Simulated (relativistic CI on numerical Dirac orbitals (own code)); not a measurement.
# Slater and spin-orbit integrals, Sb14+

Calculated at this level of theory: Dirac-Coulomb-Breit CI, KLI orbitals optimised for each configuration, QED by a radiative potential, unscaled Slater integrals (own radial code, finite nucleus).

Slater integrals F^k, G^k are unscaled and averaged over j, outside the closed core [Ar] 3d10; ζ comes from projecting the Hamiltonian with its Breit term on Σ l·s of the shell.

- 4s²4p⁶4d: ζ(4d) = 6029.6 cm⁻¹; <r>(4d) = 0.8251, <r^2>(4d) = 0.7771 (bohr units).
- 4s²4p⁵4d²: ζ(4p) = 56520, F^2(4d,4d) = 123510, F^4(4d,4d) = 83633, F^2(4p,4d) = 128040, G^1(4p,4d) = 162200, G^3(4p,4d) = 102510, ζ(4d) = 6018.9 cm⁻¹; <r>(4p) = 0.7717, <r^2>(4p) = 0.6723, <r>(4d) = 0.8243, <r^2>(4d) = 0.7756 (bohr units).
- 4s²4p⁶4f: ζ(4f) = 339.99 cm⁻¹; <r>(4f) = 0.8878, <r^2>(4f) = 0.905 (bohr units).

**Question.** Give the Racah parameters of the d shell in 4s²4p⁵4d².

**Answer.** B = F²/49 − 5F⁴/441 = 1572 cm⁻¹ and C = 35F⁴/441 = 6638 cm⁻¹.

Averages of the first 10 configurations, taken without configuration mixing, which lowers the lowest level and can move excited configurations by several eV; other configurations of the list can lie among them:

```tsv
Configuration	Parity	States	Average energy above the lowest level (eV)
4s²4p⁶4d	even	10	2.7
4s²4p⁵4d²	odd	270	81.8
4s²4p⁶4f	odd	14	90.3
4s4p⁶4d²	even	90	140.6
4s²4p⁶5s	even	2	95.0
4s²4p⁵4d4f	even	840	168.1
4s²4p⁶5p	odd	6	115.6
4s4p⁶4d4f	odd	280	227.2
4s²4p⁶5d	even	10	147.2
4s²4p⁵4d5s	odd	120	173.7
```
